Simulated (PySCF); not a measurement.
**Worked example: entropy of an ideal gas**

BH2I, SMILES IB.

Geometry: B3LYP-D3(BJ)/def2-TZVP. The def2 effective core potentials stand for the cores of I; spin–orbit coupling is left out.

PySCF with B3LYP-D3(BJ)/def2-TZVP gives the harmonic wavenumbers 590, 752, 934, 1171, 2633, 2758 cm⁻¹ and the rotational temperatures 10.9678, 0.4262, 0.4103 K. The molar mass is 139.73 g/mol, the symmetry number 2, the spin multiplicity 1.

Problem. Work out the entropy at 298.15 K and 1 atm in the rigid-rotor, harmonic-oscillator model.

Solution. 
Translation (Sackur–Tetrode at 1 atm): S = R[1.5 ln M + 2.5 ln T − 1.16487] = 170.4 J/(mol K).
Rotation: q = (√π/σ) T^1.5/√(θA θB θC) = 3290, S = R[ln q + 3/2] = 79.8 J/(mol K).
Vibration: with u = 1.4388 ν/T, each mode gives R[u/(e^u − 1) − ln(1 − e^−u)]:
```json
[
 {"ν (cm⁻¹)": "590", "modes": "1", "u": "2.85", "S (J/(mol K))": "1.95"},
 {"ν (cm⁻¹)": "752", "modes": "1", "u": "3.63", "S (J/(mol K))": "1.05"},
 {"ν (cm⁻¹)": "934", "modes": "1", "u": "4.51", "S (J/(mol K))": "0.51"},
 {"ν (cm⁻¹)": "1171", "modes": "1", "u": "5.65", "S (J/(mol K))": "0.19"}
]
```
The stiffer modes add less than 0.005 each. Sum 3.7 J/(mol K).
Spin: R ln 1 = 0.0 J/(mol K).
Total 253.9 J/(mol K); the program's own thermochemistry gives 253.9. Translation makes up 67 % and vibration 1 %. Anharmonicity, hindered rotation and orbital degeneracy are left out.
